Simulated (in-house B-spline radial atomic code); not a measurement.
Sr. Computed with a B-spline radial atomic code. Model: all-electron spherical atom, spin shells full or empty, radial basis limit, no spin-orbit coupling, Breit or QED, empty-state partial waves extrapolated as (l+1/2)^-4, RPA, G0W0 and static COHSEX of the highest shell as one setting changes (uncorrelated shells keep exact exchange).

Given: element Sr; charge 0; filled core Kr; hamiltonian one-electron scalar X2C; mean-field start PBE0; highest l of empty states 9; nuclear rms radius 4.224 fm; highest mean-field shell 5s.

Shell: 5s 1 1 (electrons up and down).

```json
{"natural log step of frequency grid": "0.25", "RPA correlation energy (hartree)": "-2.71", "G0W0 level (eV)": "-5.833", "G0W0 minus most complete (meV)": "0", "RPA minus most complete (millihartree)": "0", "linearised minus solved G0W0 (meV)": "-8.3"}
{"natural log step of frequency grid": "0.4", "RPA correlation energy (hartree)": "-2.71", "G0W0 level (eV)": "-5.833", "G0W0 minus most complete (meV)": "0", "RPA minus most complete (millihartree)": "0", "linearised minus solved G0W0 (meV)": "-8.3"}
{"natural log step of frequency grid": "0.6", "RPA correlation energy (hartree)": "?", "G0W0 level (eV)": "?", "G0W0 minus most complete (meV)": "?", "RPA minus most complete (millihartree)": "?", "linearised minus solved G0W0 (meV)": "?"}
{"natural log step of frequency grid": "0.9", "RPA correlation energy (hartree)": "-2.71", "G0W0 level (eV)": "-5.8331", "G0W0 minus most complete (meV)": "-0.1", "RPA minus most complete (millihartree)": "0", "linearised minus solved G0W0 (meV)": "-8.5"}
{"natural log step of frequency grid": "1.3", "RPA correlation energy (hartree)": "?", "G0W0 level (eV)": "?", "G0W0 minus most complete (meV)": "?", "RPA minus most complete (millihartree)": "?", "linearised minus solved G0W0 (meV)": "?"}
{"natural log step of frequency grid": "1.8", "RPA correlation energy (hartree)": "-2.7142", "G0W0 level (eV)": "-5.8114", "G0W0 minus most complete (meV)": "21.6", "RPA minus most complete (millihartree)": "-4.2", "linearised minus solved G0W0 (meV)": "-5.3"}
{"natural log step of frequency grid": "2.5", "RPA correlation energy (hartree)": "-2.6965", "G0W0 level (eV)": "-5.7631", "G0W0 minus most complete (meV)": "69.9", "RPA minus most complete (millihartree)": "13.5", "linearised minus solved G0W0 (meV)": "-5.8"}
{"natural log step of frequency grid": "3.5", "RPA correlation energy (hartree)": "-2.7405", "G0W0 level (eV)": "-5.6566", "G0W0 minus most complete (meV)": "176.4", "RPA minus most complete (millihartree)": "-30.5", "linearised minus solved G0W0 (meV)": "22"}
```

What follows for natural log step of frequency grid = 0.6?

RPA correlation energy -2.71 hartree; G0W0 level -5.833 eV; G0W0 minus most complete 0 meV; RPA minus most complete 0 millihartree; linearised minus solved G0W0 -8.3 meV.

What follows for natural log step of frequency grid = 1.3?

RPA correlation energy -2.7099 hartree; G0W0 level -5.8353 eV; G0W0 minus most complete -2.3 meV; RPA minus most complete 0.2 millihartree; linearised minus solved G0W0 -7.3 meV.
